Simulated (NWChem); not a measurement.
**Atomisation of H$_{2}$**

```xyz
2

H      0.0000     0.0000     0.3842
H      0.0000     0.0000    -0.3842
```
Charge 0, spin multiplicity 1.

All runs are NWChem calculations. All single points use one geometry, from PBE/def2-SVP, a minimum by its harmonic frequencies.

Basis set: def2-QZVP. The atomisation energy is electronic alone: no zero-point, thermal, spin-orbit or counterpoise terms. No value is extrapolated to the basis-set limit. Free atoms are single determinants with multiplicities H 2.

The correlated methods freeze no orbitals. B3LYP has NWChem's definition, with VWN1-RPA local correlation. The structure started from a generated list of species. No SCF solution was tested for a lower state. Coupled-cluster values serve here as a point of comparison, not as the truth.

```
method       atomisation energy (kcal/mol)
-----------  -----------------------------
HF                                       …
LDA (SVWN5)                          113.3
PBE0                                 104.2
PBE                                      …
B3LYP                                110.1
BP86                                     …
r2SCAN                               107.4
TPSS                                     …
MP2                                  104.2
CCSD(T)                              108.8
```

Question: Fill in the missing entries.

Answer: 
- HF, atomisation energy (kcal/mol): 83.3
- PBE, atomisation energy (kcal/mol): 104.5
- BP86, atomisation energy (kcal/mol): 111.5
- TPSS, atomisation energy (kcal/mol): 112.7
